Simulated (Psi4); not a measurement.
C$_{2}$H$_{6}$N (SMILES C[CH]N), doublet, geometry from GFN2-xTB; MP2/def2-SV(P) (Psi4).

Here is a job for Psi4.
```
memory 2 GB

molecule mol {
0 2
  C     1.231296   -0.256698   -0.096553
  C    -0.057991    0.173937    0.499408
  N    -1.201007    0.149662   -0.310170
  H     1.647232    0.488635   -0.788645
  H     1.968133   -0.422047    0.687336
  H     1.103384   -1.183652   -0.657212
  H    -0.055250    0.947582    1.249310
  H    -2.066681    0.263625    0.198966
  H    -1.229596   -0.645216   -0.935699
}

set basis def2-sv(p)
set reference uhf

energy('mp2')
print_variables()
```

It wrote (shortened):

```
    SCF Algorithm Type (re)set to DF.

   => Loading Basis Set <=

    Name: DEF2-SV(P)
    Role: ORBITAL
    Keyword: BASIS

         ---------------------------------------------------------
                                   SCF
               by Justin Turney, Rob Parrish, Andy Simmonett
                          and Daniel G. A. Smith
                              UHF Reference
         ---------------------------------------------------------

  ==> Geometry <==

    Molecular point group: c1
    Full point group: C1

    Geometry (in Angstrom), charge = 0, multiplicity = 2:

       Center              X                  Y                   Z               Mass
    ------------   -----------------  -----------------  -----------------  -----------------
         C            1.262174742280    -0.269120488015    -0.102070772595    12.000000000000
         C           -0.027112257720     0.161514511985     0.493890227405    12.000000000000
         N           -1.170128257720     0.137239511985    -0.315687772595    14.003074004430
         H            1.678110742280     0.476212511985    -0.794162772595     1.007825032230
         H            1.999011742280    -0.434469488015     0.681818227405     1.007825032230
         H            1.134262742280    -1.196074488015    -0.662729772595     1.007825032230
         H           -0.024371257720     0.935159511985     1.243792227405     1.007825032230
         H           -2.035802257720     0.251202511985     0.193448227405     1.007825032230
         H           -1.198717257720    -0.657638488015    -0.941216772595     1.007825032230

  Running in c1 symmetry.

  Rotational constants: A =      1.42931  B =      0.30418  C =      0.26630 [cm^-1]
  Rotational constants: A =  42849.69897  B =   9119.11085  C =   7983.61364 [MHz]
  Nuclear repulsion =   76.513590288102975

  Charge       = 0
  Multiplicity = 2
  Electrons    = 25
  Nalpha       = 13
  Nbeta        = 12

  ==> Algorithm <==

  SCF Algorithm Type is DF.
  DIIS enabled.
  MOM disabled.
  Fractional occupation disabled.
  Guess Type is SAD.
  Energy threshold   = 1.00e-08
  Density threshold  = 1.00e-08
  Integral threshold = 1.00e-12

  ==> Primary Basis <==

  Basis Set: DEF2-SV(P)
    Blend: DEF2-SV(P)
    Number of shells: 30
    Number of basis functions: 54
    Number of Cartesian functions: 57
    Spherical Harmonics?: true
    Max angular momentum: 2

   => Loading Basis Set <=

    Name: (DEF2-SV(P) AUX)
    Role: JKFIT
    Keyword: DF_BASIS_SCF

  ==> Integral Setup <==

  SCF_SUBTYPE=INCORE selected. In-core MEM_DF algorithm will be used.
  Using in-core AOs.

  ==> MemDFJK: Density-Fitted J/K Matrices <==

    J tasked:                   Yes
    K tasked:                   Yes
    wK tasked:                   No
    Algorithm:                 Core
    Schwarz Cutoff:           1E-12
    Mask sparsity (%):       0.0686
    Fitting Condition:        1E-10

   => Auxiliary Basis Set <=

  Basis Set: (DEF2-SV(P) AUX)
    Blend: DEF2-UNIVERSAL-JKFIT
    Number of shells: 111
    Number of basis functions: 335
    Number of Cartesian functions: 391
    Spherical Harmonics?: true
    Max angular momentum: 4

  Minimum eigenvalue in the overlap matrix is 4.6015116129E-03.
  Reciprocal condition number of the overlap matrix is 8.2827176954E-04.
    Using symmetric orthogonalization.

  ==> Pre-Iterations <==

  SCF Guess: Superposition of Atomic Densities via on-the-fly atomic UHF (no occupation information).

   -------------------------
    Irrep   Nso     Nmo
   -------------------------
     A         54      54
   -------------------------
    Total      54      54
   -------------------------

  ==> Iterations <==

                           Total Energy        Delta E     RMS |[F,P]|

   @DF-UHF iter SAD:  -132.89785967365387   -1.32898e+02   0.00000e+00
   @DF-UHF iter   1:  -133.39572191810709   -4.97862e-01   7.57090e-03 DIIS/ADIIS
[...]
    Alpha Occupied:

[...]
      13A     -0.281938

    Alpha Virtual:

[...]
    Beta Occupied:

[...]
    Beta Virtual:

[...]
    Final Occupation by Irrep:
              A
    DOCC [    12 ]
    SOCC [     1 ]
    NA   [    13 ]
    NB   [    12 ]

  @DF-UHF Final Energy:  -133.51103371233424

   => Energetics <=

    Nuclear Repulsion Energy =             76.5135902881029750
    One-Electron Energy =                -331.2110745247010755
    Two-Electron Energy =                 121.1864505242638472
    Total Energy =                       -133.5110337123342390

  UHF NO Occupations:
  HONO-2 :   11  A 1.9987329
  HONO-1 :   12  A 1.9973024
  HONO-0 :   13  A 1.0000000
  LUNO+0 :   14  A 0.0026976
  LUNO+1 :   15  A 0.0012671
  LUNO+2 :   16  A 0.0006395
  LUNO+3 :   17  A 0.0004388

Computation Completed

Properties will be evaluated at   0.000000,   0.000000,   0.000000 [a0]

Properties computed using the SCF density matrix

 Multipole Moments:

 ------------------------------------------------------------------------------------
     Multipole            Electronic (a.u.)      Nuclear  (a.u.)        Total (a.u.)
 ------------------------------------------------------------------------------------

 L = 1.  Multiply by 2.5417464519 to convert [e a0] to [Debye]
 Dipole X            :         -1.6734969            1.4588148           -0.2146821
 Dipole Y            :          0.3012742           -0.5868870           -0.2856127
 Dipole Z            :          0.3285225           -0.2606845            0.0678380
 Magnitude           :                                                    0.3636826

 ------------------------------------------------------------------------------------

  //>>>>>>>>>>>>>>>>>>>>>>>>>>>>>>>>>>>//
  //               DFMP2               //
  //<<<<<<<<<<<<<<<<<<<<<<<<<<<<<<<<<<<//

   => Loading Basis Set <=

    Name: (DEF2-SV(P) AUX)
    Role: RIFIT
    Keyword: DF_BASIS_MP2

	 --------------------------------------------------------
	                          DF-MP2
	      2nd-Order Density-Fitted Moller-Plesset Theory

	        Rob Parrish, Justin Turney, Andy Simmonett,
	           Ed Hohenstein, and C. David Sherrill
	 --------------------------------------------------------

	 --------------------------------------------------------
	                 NBF =    54, NAUX =   228
	 --------------------------------------------------------
	   CLASS    FOCC     OCC    AOCC    AVIR     VIR    FVIR
	   ALPHA       0      13      13      41      41       0
	    BETA       0      12      12      42      42       0
	 --------------------------------------------------------

	-----------------------------------------------------------
	 ==================> DF-MP2 Energies <====================
	-----------------------------------------------------------
	 Reference Energy          =    -133.5110337123342390 [Eh]
	 Singles Energy            =      -0.0000000000000000 [Eh]
	 Same-Spin Energy          =      -0.0981564457713884 [Eh]
	 Opposite-Spin Energy      =      -0.3037414465886565 [Eh]
	 Correlation Energy        =      -0.4018978923600449 [Eh]
	 Total Energy              =    -133.9129316046942790 [Eh]
	-----------------------------------------------------------
	 ================> DF-SCS-MP2 Energies <==================
	-----------------------------------------------------------
	 SCS Same-Spin Scale       =       0.3333333333333333 [-]
	 SCS Opposite-Spin Scale   =       1.2000000000000000 [-]
	 SCS Same-Spin Energy      =      -0.0327188152571295 [Eh]
	 SCS Opposite-Spin Energy  =      -0.3644897359063878 [Eh]
	 SCS Correlation Energy    =      -0.3972085511635173 [Eh]
	 SCS Total Energy          =    -133.9082422634977547 [Eh]
	-----------------------------------------------------------

  Variable Map:
  ----------------------------------------------------------------------------
[...]
  Array Variable Map:
  ----------------------------------------------------------------------------
[...]
[...]
```
